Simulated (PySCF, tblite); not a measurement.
Compound: C5H3F3NP.
Bonds: F1–C2, C2–F3, C2–F4, C2–C5, C5–N6 (aromatic), N6–C7 (aromatic), C7–C8 (aromatic), C8–C9 (aromatic), C9–P10 (aromatic), C5–P10 (aromatic). Hydrogens: H11 on C7; H12 on C8; H13 on C9.

Structure optimised with GFN2-xTB, isolated species.

List the bond lengths, angles and torsions at this level.

| bond | length (Å) | order |
| --- | --- | --- |
| F1–C2, C2–F4 | 1.348 | single |
| C2–F3 | 1.329 | single |
| C2–C5 | 1.508 | single |
| C5–N6 | 1.310 | aromatic |
| N6–C7 | 1.317 | aromatic |
| C7–C8 | 1.391 | aromatic |
| C8–C9 | 1.378 | aromatic |
| C9–P10 | 1.741 | aromatic |
| C5–P10 | 1.755 | aromatic |
| C7–H11 | 1.081 | single |
| C8–H12 | 1.081 | single |
| C9–H13 | 1.083 | single |

Bonds in one row agree within 0.01 Å and their mean is given. Orders are formal, as drawn. A selection of angles:
| angle | degrees |
| --- | --- |
| F1–C2–F3 | 107.2 |
| F1–C2–F4 | 105.6 |
| F1–C2–C5 | 110.9 |
| F3–C2–C5 | 114.4 |
| C2–C5–N6 | 115.9 |
| C2–C5–P10 | 114.6 |
| N6–C5–P10 | 129.5 |
| C5–N6–C7 | 121.8 |
| N6–C7–C8 | 124.7 |
| N6–C7–H11 | 114.7 |
| C8–C7–H11 | 120.6 |
| C7–C8–C9 | 122.3 |
| C7–C8–H12 | 118.5 |
| C9–C8–H12 | 119.2 |
| C8–C9–P10 | 125.0 |
| C8–C9–H13 | 118.5 |
| P10–C9–H13 | 116.5 |
| C5–P10–C9 | 96.6 |

Torsions: F1–C2–C5–N6 -127° (anticlinal). The mirror-image conformer, all signs reversed, is as good.

The 6-membered ring C5–N6–C7–C8–C9–P10 has internal angles of 96.6° to 129.5°; it is planar, 0.00 Å rms from its mean plane, widest ring torsion 0°. P10 (phosphorus bonded to 2 C) is bent (angle 96.6°). The C–C distances run from 1.378 Å (C8–C9, aromatic) to 1.508 Å (C2–C5, drawn single), a spread of 0.130 Å.

Point group: near Cs, missed by 0.21 Å at most; the miss may be what the optimiser left on a soft mode. GFN2-xTB frequencies show an imaginary mode (22i cm⁻¹), so the point is no minimum at that level.

All values are computed, not measured.
